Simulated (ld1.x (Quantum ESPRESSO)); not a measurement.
**An all-electron radial function and its pseudo partner (Sn)**

Columns: radius, all-electron u(r) and pseudo u(r) of the 4d shell (level -27.94 eV) of tin in the configuration [Kr] 4d10 5s1.5 5p2.5; PBE, non-relativistic, RRKJ scheme, ld1.x (Quantum ESPRESSO) 7.5.

| r (bohr) | all-electron | pseudo |
| --- | --- | --- |
| 0.113 | 0.3539 | -0.0109 |
| 0.225 | 0.5342 | -0.0794 |
| 0.338 | 0.2086 | -0.2345 |
| 0.450 | -0.2569 | -0.4577 |
| 0.563 | -0.6475 | -0.7025 |
| 0.675 | -0.8957 | -0.9062 |
| 0.788 | -1.0166 | -1.0313 |
| 0.900 | -1.0419 | -1.0660 |
| 1.013 | -1.0068 | -1.0288 |
| 1.125 | -0.9380 | -0.9501 |
| 1.238 | -0.8522 | -0.8556 |
| 1.350 | -0.7622 | -0.7624 |
| 1.463 | -0.6731 | -0.6731 |
| 1.575 | -0.5902 | -0.5902 |
| 1.688 | -0.5136 | -0.5136 |
| 1.800 | -0.4456 | -0.4456 |
| 1.913 | -0.3848 | -0.3848 |
| 2.025 | -0.3319 | -0.3319 |
| 2.138 | -0.2854 | -0.2854 |
| 2.250 | -0.2453 | -0.2453 |
| 2.363 | -0.2104 | -0.2104 |
| 2.475 | -0.1804 | -0.1804 |
| 2.588 | -0.1544 | -0.1544 |
| 2.700 | -0.1322 | -0.1322 |
| 2.813 | -0.1130 | -0.1130 |
| 2.925 | -0.0966 | -0.0966 |

Question: How many radial nodes do the two functions have?

Answer: The all-electron 4d function has n − l − 1 = 1; the pseudo-wave has 0, since the states of the same l below it are removed with the core.

Question: At about which radius was the pseudo-wave matched?

Answer: 1.40 bohr, where the columns begin to agree (steps of 0.11 bohr).

Question: Is the pseudo-wave norm-conserving?

Answer: Yes: the RRKJ scheme keeps the norm inside the radius equal to the all-electron one, which fixes the energy derivative of the logarithmic derivative at the level.
